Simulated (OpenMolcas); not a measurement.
# Mn3+: moving the ligands

Mn3+ with 6 ligands (fluoride) in octahedral coordination (Oh) at 1.96 Å. A charge of +0.5 e stands 2.4 Å behind each ligand. Ligand basis ANO-RCC-VDZP.

* Program: OpenMolcas 26.06
* Method: SS-CASPT2, IPEA 0.25 Eh, imaginary shift 0.1 Eh (closed shells correlated: 3s 3p and the ligand valence shells)
* Basis: ANO-RCC-VTZP [6s5p3d2f1g]
* Scalar Hamiltonian: DKH2, point nucleus
* Active space: 4 electrons in 5 orbitals (3d)
* State averaging: 2S+1 = 5 even, 5 roots; 2S+1 = 3 even, 45 roots; 2S+1 = 1 even, 50 roots
* Spin-orbit coupling: state interaction with AMFI integrals over the reference wave functions

Runs around this geometry, states (labels of O, the rotations of Oh). Energies in cm-1 above the lowest state or level, χT in cm3 K/mol.

| R (Å) | Ground state | First state of that spin | First gap with spin-orbit (degeneracies) | χT at 300 K | First state of another spin |
| --- | --- | --- | --- | --- | --- |
| 1.87 | 5E | 5T2 16340 | 15 (1, 3) | 2.955 | 3T1 6430 |
| 1.96 | 5E | 5T2 13160 | 12 (1, 3) | 2.947 | 3T1 9560 |
| 2.01 | 5E | 5T2 11760 | 11 (1, 3) | 2.940 | 3T1 10850 |

Taking the first state of the same spin as R^-n, n = -ln(11760 / 16340) / ln(2.01 / 1.87) = 4.6 between the shortest and longest distance.

Roots that are degenerate in the reference are averaged as groups; the widest CASPT2 spread within a group is 300 cm-1 (the 3-fold group of multiplicity 3 near 19400 cm-1 above the lowest state of its run, R = 1.87). Shifts and gaps below about the spread of the groups concerned are not significant. Over all roots computed the reference weight is 0.70 to 0.72 in R = 1.87, 0.69 to 0.72 in R = 1.96, 0.69 to 0.71 in R = 2.01; a low but even weight reflects the number of correlated electrons. An orbital doublet at a regular site is open to a Jahn-Teller distortion, which this geometry leaves out. This shell can be high or low spin here, a state of another spin lies low, and with metal d orbitals alone active their balance is uncertain, so the ground spin may be wrong. Ligand-to-metal charge-transfer states are missing. These CASPT2 states fit no ligand-field parameters well, so their order and spin gaps are uncertain. With no ligand orbital active B as a rule stays too high, so bands that hang on it stand too high and its fall with covalency is understated. With one d shell and no ligand orbital active, 10Dq can be off by a tenth or more. Free-ion shares, where given, are those of the reference states; single-state CASPT2 does not remix them (holds for R = 1.96; R = 2.01). No measured value stands beside these numbers; the geometry was imposed, not optimised, and the real ion may take another.
